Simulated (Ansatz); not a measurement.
Basis-set extrapolation for C2H4BN (PBE0-D4/def2-TZVP geometry, frozen core, Ansatz 0.2.0). Multiplicity 1, RHF reference.

```tsv
	def2-TZVPP	def2-QZVPP
HF	-157.157346	-157.164478
MP2 correlation	-0.628531	-0.667804
CCSD(T) correlation	-0.681664	not run
```

Energies in hartree. Use E(X) = E(∞) + A·exp(−7.88·√X) for Hartree–Fock and E(X) = E(∞) + B·X^(−2.97) for correlation, with X = 3 and 4, and add CCSD(T) minus MP2 of the smaller set to the MP2 limit.

Q: What is the CCSD(T) energy at the basis-set limit?

A: HF limit: -157.164478 + (-0.007132) × 0.13774 = -157.16546. MP2 limit: -0.667804 + (-0.039273) × 0.74074 = -0.69690. Higher-order term: -0.681664 − (-0.628531) = -0.05313. Total: -157.91549 hartree, 200.8 kJ/mol below CCSD(T)/def2-TZVPP.
